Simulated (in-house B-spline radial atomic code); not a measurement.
# Sn VI (Sn5+): [Ar] 3d10 4s2 (4p1/2)1 (4p3/2)4 (4d3/2)3 (4d5/2)6 (6f5/2)1 (an excited or competing configuration)

All numbers are computed (Dirac-Hartree-Fock, average of the jj configuration; Fermi nucleus of rms radius 4.6519 fm) with a radial B-spline atomic code at the basis-set limit, not measured.

Z_r = [3n² - l(l+1)]/(2<r>); Z_e = n√(-2ε); the last column is Slater's effective charge. Values are occupation-weighted means over j. An effective charge above Z reflects the relativistic contraction of the inner shells.

```tsv
shell	electrons	ε (eV)	<r> (bohr)	Z_r	Z_e	Slater
1s	2	-29458	0.02905	51.64	46.53	49.70
2s	2	-4611.7	0.1249	48.03	36.82	45.85
2p	6	-4146.4	0.1094	45.68	34.91	45.85
3s	2	-997.65	0.3371	40.05	25.69	38.75
3p	6	-841.01	0.3358	37.22	23.59	38.75
3d	10	-598.74	0.3132	33.52	19.90	28.85
4s	2	-237.34	0.811	29.59	16.71	22.60
4p	5	-187.9	0.8697	26.45	14.86	22.60
4d	9	-111.85	1.005	20.89	11.47	12.20
6f	1	-15.801	6.623	7.25	6.47	6.00
```

The least bound orbital is 6f5/2 at -15.8 eV, and it is also the most diffuse (<r> = 6.623 bohr).

For the 1s electron the small component carries 3.37 % of the norm, the zero-frequency Breit interaction raises the level by 67.63 eV, self-energy by 38.35 eV, and vacuum polarisation lowers it by 5.048 eV.
